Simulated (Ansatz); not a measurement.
Cost and result for the atomization energy of `CN(C)B(N)N` (16 atoms, 15 bonds).

Z-matrix (Å, degrees):
```
C
N 1 1.436
H 1 1.090 2 110.8
H 1 1.100 2 112.4 3 -121.5
H 1 1.099 2 110.9 3 118.7
C 2 1.436 1 113.3 3 -169.2
B 2 1.430 1 123.3 3 11.0
H 6 1.090 2 110.8 1 -169.4
H 6 1.100 2 112.4 1 69.1
H 6 1.099 2 110.9 1 -50.6
N 7 1.430 2 120.4 1 -167.2
N 7 1.430 2 120.4 1 12.7
H 11 1.003 7 122.7 2 23.1
H 11 1.003 7 121.6 2 -177.1
H 12 1.003 7 121.6 2 -177.0
H 12 1.003 7 122.7 2 23.1
```

Charge 0, multiplicity 1. The geometry is a stationary point of PBE0-D4/def2-TZVP. It is one conformer, not always the lowest. Program: Ansatz. All runs use 4 threads of an Arm Neoverse V1 on a shared host. Times are those of one run each, without the atoms' runs, and a repeat can differ threefold. Electronic energies, without spin–orbit coupling; frozen cores. CCSD(T)/CBS adds CCSD(T) − MP2 in def2-TZVPP to the MP2 limit, and its time is that of the two runs behind it. T1 = 0.010. B3LYP takes the VWN-RPA correlation (the form of Gaussian; ORCA's B3LYP/G). HSE06 is the plane-wave form, built on full-range PBE exchange.

CCSD(T)/CBS is a level of theory with its own doubt, some kJ/mol a heavy atom from the limit and from the frozen cores, so smaller differences don't rank the functionals.

```csv
level,functions,wall time,atomization (kcal/mol),difference from CCSD(T)/CBS,per bond
LDA (SPW92)/def2-TZVPP,326,2.1 s,1698.0,220.8,14.7
revPBE-D4/def2-TZVPP,326,3.4 s,1478.6,1.4,0.1
HSE06-D4/def2-TZVPP,326,4.7 s,1489.3,12.1,0.8
BHLYP-D4/def2-TZVPP,326,4.7 s,1446.6,-30.6,-2.0
r2SCAN-D4/def2-TZVPP (with forces),326,7 s,1478.1,0.9,0.1
r2SCANh-D4/def2-TZVPP,326,7 s,1470.1,-7.1,-0.5
B3LYP-D4/def2-TZVPP (with forces),326,7.5 s,1490.6,13.4,0.9
B2PLYP/def2-TZVPP,326,10 s,1469.5,-7.7,-0.5
PBE-QIDH/def2-TZVPP,326,10 s,1469.6,-7.6,-0.5
CCSD(T)/def2-SVP,134,21 s,1398.3,-78.9,-5.3
MP2/def2-QZVPP,642,48 s,1479.5,2.3,0.2
CCSD(T)/def2-TZVPP,326,26 min,1436.9,-40.3,-2.7
CCSD(T)/CBS(def2),–,27 min,1477.2,0.0,0.0
```

At CCSD(T), def2-SVP lies −78.9 kcal/mol from the extrapolated value and def2-TZVPP −40.3 kcal/mol: correlation converges slowly with the basis, and small sets miss more of it in the bonded molecule than in its fragments. From PBE to PBE0 (25 % exact exchange), in def2-TZVPP and without D4, the atomization energy moves by −26.2 kcal/mol: exact exchange takes away binding that semilocal exchange gives to molecules. The D4 term adds +11.6 kcal/mol with B3LYP and +6.2 kcal/mol with PBE0; it sums over pairs of atoms, weighted by their polarisabilities, and B3LYP, whose exchange is more repulsive, gets the larger term.
